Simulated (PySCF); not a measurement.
## Electron correlation in Cl⁻ (chlorine, charge -1)

[Ar], closed-shell 1S. All numbers are calculated (PySCF 2.14, no relativity, point nucleus, in aug-cc-pwCVTZ (8s7p5d3f, 75 functions)). Frozen: [Ne]; 8 electrons correlated.

| level | correlation energy (mhartree) |
| --- | --- |
| CCSD | -226.25 |
| (T) | -10.13 |
| CCSD(T) | -236.38 |

Diagnostics: T1 = 0.0061, D1 = 0.0093, largest double amplitude 0.031.

Cost of the coupled-cluster step: of the order of 4 core-seconds, for 8 correlated electrons.

Iterations:

```
CC2 = 0
CCSD nocc = 4, nmo = 70
frozen orbitals [0, 1, 2, 3, 4]
max_cycle = 100
direct = 0
conv_tol = 1e-08
conv_tol_normt = 1e-06
diis_space = 8
diis_start_cycle = 0
Init t2, MP2 energy = -459.785109255777  E_corr(MP2) -0.211612922846894
Init E_corr(CCSD) = -0.211612922848512
cycle = 1  E_corr(CCSD) = -0.221968879192403  dE = -0.0103559563  norm(t1,t2) = 0.0268947
cycle = 2  E_corr(CCSD) = -0.22538302377076  dE = -0.00341414458  norm(t1,t2) = 0.00802536
cycle = 3  E_corr(CCSD) = -0.22598650360397  dE = -0.000603479833  norm(t1,t2) = 0.00312805
cycle = 4  E_corr(CCSD) = -0.226287926662907  dE = -0.000301423059  norm(t1,t2) = 0.00108022
cycle = 5  E_corr(CCSD) = -0.226262141349313  dE = 2.57853136e-05  norm(t1,t2) = 0.000331669
cycle = 6  E_corr(CCSD) = -0.226252174375475  dE = 9.96697384e-06  norm(t1,t2) = 4.87984e-05
cycle = 7  E_corr(CCSD) = -0.226254617016922  dE = -2.44264145e-06  norm(t1,t2) = 1.38867e-05
cycle = 8  E_corr(CCSD) = -0.2262544978325  dE = 1.19184422e-07  norm(t1,t2) = 2.17143e-06
cycle = 9  E_corr(CCSD) = -0.226254444586634  dE = 5.32458661e-08  norm(t1,t2) = 4.89372e-07
cycle = 10  E_corr(CCSD) = -0.226254454142734  dE = -9.55609958e-09  norm(t1,t2) = 1.51179e-07
CCSD converged
E(CCSD) = -459.7997507870729  E_corr = -0.2262544541427337
CCSD(T) correction = -0.0101303793773978
```
